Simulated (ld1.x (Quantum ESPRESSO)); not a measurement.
Cutoff test, Ga, PAW

gallium, PAW, made with ld1.x (Quantum ESPRESSO) 7.5 (PBE, scalar-relativistic). Core [Ar], reference 3d10 4s2 4p1. Waves: 4s (bound): rcut 1.95, rcutus 2.05 bohr; 4s channel at 2.35 Ry: rcut 1.95, rcutus 2.05 bohr; 4p (bound): rcut 1.95, rcutus 2.50 bohr; 4p channel at 0.4 Ry: rcut 1.95, rcutus 2.50 bohr; 3d (bound): rcut 1.20, rcutus 1.50 bohr; 3d channel at -0.9 Ry: rcut 1.20, rcutus 1.50 bohr; 4f channel at 0.2 Ry: rcut 1.55, rcutus 2.10 bohr; 4f channel at 1.75 Ry: rcut 1.55, rcutus 2.10 bohr. Local part: all-electron potential smoothed inside 1.76 bohr (lloc = -1). Core correction: a·sin(br)/r model core, default radius (ld1.x builds one for every PAW set, though the input has nlcc=.false.). Augmentation charge: GAUSS, radius 1.15 bohr.

The pseudo-atom Hamiltonian at the reference potential is diagonalised in spherical Bessel functions j_l(qr) that vanish at 20 bohr, with q² up to the cutoff. All-electron valence levels (Ry): 4s -0.6577, 4p -0.1896, 3d -1.4078.

**Question.** How do the lowest levels (Ry) of each channel move with the cutoff, and are there ghosts?

**Answer.**

```csv
cutoff (Ry),s #1,p #1,d #1,f #1,Σ f·Δε (mRy)
8,-0.6575,-0.1889,0.0422,0.1018,14501.7
15,-0.6576,-0.1896,-0.4975,0.1018,9104.0
30,-0.6577,-0.1896,-1.3388,0.1018,689.9
45,-0.6577,-0.1896,-1.4064,0.1018,14.4
70,-0.6577,-0.1896,-1.4076,0.1018,2.2
100,-0.6577,-0.1896,-1.4078,0.1018,0.6
400,-0.6577,-0.1896,-1.4078,0.1018,0.0
```

Result: no extra level below or beside the all-electron valence levels (s, p, d, f tested); 10 mRy is reached at 50 Ry and 1 mRy at 80 Ry.
